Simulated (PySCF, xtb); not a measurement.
C3H10Si3, SMILES [SiH2]1[SiH2]C(C=C)[SiH2]1. One conformer was computed; it need not be the lowest.

Harmonic wavenumbers (cm⁻¹) from GFN2-xTB in xtb 6.7.1 at its own minimum, in rising order: 33, 70, 228, 229, 265, 303, 312, 379, 389, 416, 445, 445, 477, 508, 515, 579, 630, 636, 702, 757, 808, 813, 834, 863, 963, 1015, 1090, 1124, 1227, 1315, 1421, 1691, 2159, 2174, 2181, 2195, 2203, 2207, 2913, 3026, 3089, 3113.

### Question
What does PBE-D3(BJ)/def2-SVP in PySCF give at its own minimum? (The exact figures need the calculation; the answer reports its results.)

### Answer
70, 78, 195, 207, 247, 314, 347, 382, 391, 437, 505, 526, 545, 584, 588, 618, 680, 745, 753, 767, 871, 871, 881, 900, 933, 959, 1006, 1114, 1171, 1268, 1377, 1648, 2137, 2142, 2146, 2154, 2156, 2173, 2963, 3057, 3070, 3170. Paired by order, the mean absolute difference is 42 cm⁻¹ and the zero-point energies are 66.8 and 67.4 kcal/mol.
